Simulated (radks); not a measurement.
The numbers below are computed, except where a source is named.
Question: Ionisation of the cerium ion Ce3+, [Xe] 4f1, to [Xe] as the strength of local exchange is varied. Code: a radial shooting solver on a logarithmic mesh with Libxc functionals. Model: Dirac Kohn-Sham, Slater X-alpha exchange (alpha = 2/3 is LDA exchange), no correlation, spin-unpolarised, spherical densities, point nucleus; open shells are shared between the two j in proportion to 2j + 1.

alpha  E(Ce3+) (hartree)  exchange (hartree)  IE (eV)  -e of the level emptied (eV)  <r> of it (bohr)
0.592         -8829.6900           -174.7110   33.951                24.995 (4f7/2)             1.100
0.667         -8851.8499           -197.3069   36.233                27.065 (4f7/2)             1.070
0.707         -8863.6898           -209.4002   37.475                28.197 (4f7/2)             1.055
0.877         -8914.1737           -261.1235   42.932                33.214 (4f7/2)             1.001
0.89          -8918.0452           -265.1005   43.361                33.610 (4f7/2)            0.9976
0.926         -8928.7743           -276.1301   44.558                34.718 (4f7/2)            0.9878
0.974         -8943.0983           -290.8729   46.172                36.217 (4f7/2)            0.9752
?             -8935.3369           -282.8820   45.295                35.402 (4f7/2)            0.9819

Which alpha was used in the last row?

Answer: alpha = 0.948. NIST Atomic Spectra Database: 36.91 eV (semi-empirical). The Delta-SCF value meets it near alpha = 0.69. Spin polarisation and multiplet splitting are left out, so open shells lie too high by an amount that depends on their filling. Sharing an open shell by 2j + 1 raises it above the true ground level by a part of the spin-orbit splitting, which enters the differences from NIST.

Beside tabulated values, note that spin-unpolarised runs miss the spin-polarisation part of the exchange energy of open shells.
